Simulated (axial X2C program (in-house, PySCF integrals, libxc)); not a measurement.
# WI⁺: the levels of the configuration d4 s0 p(π)0

Calculated with an axial X2C code built on PySCF integrals: two-component X2C with atomic mean-field Coulomb and Gaunt terms, basis W dyall-v2z, I dyall-v2z (cores contracted in-house). Orbitals come from Hartree–Fock averaged over the configuration W d4 s0 p(π)0; CI then distributes these electrons over the d, s, p(π) shells of W.

R = 2.593 Å (near the minimum of the configuration average).

Lowest levels of this model:

| Ω | energy (cm⁻¹) | g∥ | configuration |
| --- | --- | --- | --- |
| 0 | 0 | 0.00 | 100% d4 |
| 1 | 663 | 4.72 | 100% d4 |
| 0 | 1135 | 0.00 | 100% d4 |
| 1 | 1614 | 3.02 | 100% d4 |
| 2 | 2430 | 5.92 | 100% d4 |
| 3 | 3635 | 9.82 | 100% d4 |
| 0 | 4278 | 0.00 | 100% d4 |
| 0 | 4509 | 0.00 | 100% d4 |
| 1 | 5272 | 1.27 | 100% d4 |
| 2 | 5658 | 7.23 | 100% d4 |
| 0 | 5901 | 0.00 | 100% d4 |
| 1 | 6012 | 2.95 | 100% d4 |
| 2 | 6365 | 4.63 | 100% d4 |
| 3 | 7058 | 7.96 | 100% d4 |
| 4 | 7721 | 11.76 | 100% d4 |
| 0 | 10377 | 0.00 | 100% d4 |
| 2 | 11349 | 2.24 | 100% d4 |
| 0 | 13461 | 0.00 | 100% d4 |
| 0 | 13474 | 0.00 | 100% d4 |
| 3 | 13997 | 5.93 | 100% d4 |
| 4 | 15130 | 7.78 | 100% d4 |
| 3 | 15450 | 7.29 | 100% d4 |
| 4 | 16826 | 9.38 | 100% d4 |
| 5 | 17249 | 10.62 | 100% d4 |
| 4 | 17675 | 9.33 | 100% d4 |
| 6 | 19576 | 13.77 | 100% d4 |
| 5 | 20167 | 11.38 | 100% d4 |
| 5 | 22264 | 11.31 | 100% d4 |
| 5 | 25004 | 10.70 | 100% d4 |

g∥ is the magnitude of 2⟨Lz + ge Sz⟩ for the +Ω component.

This point took 2.6 s on 1 thread of Arm Neoverse N1, with other jobs on the host.

Dynamic correlation is missing, so gaps between terms are too wide and other configurations may lie lower; the lowest level listed is that of this model, not necessarily the ground state. For d shells the ligand-field splittings (σ, π, δ) and their order can be off by a thousand cm⁻¹ or more. At most 4 roots were kept for each Ω > 0 (twice that for Ω = 0) within 3.2 eV of the lowest, so higher up levels can be missing between those listed; levels with Ω > 0 are doubly degenerate and listed once, Ω = 0 levels singly. Some active spinors are only partly of the character that their shell is named for, so the shell names and counts are nominal. States that fill the shells left empty in the average are placed too high.
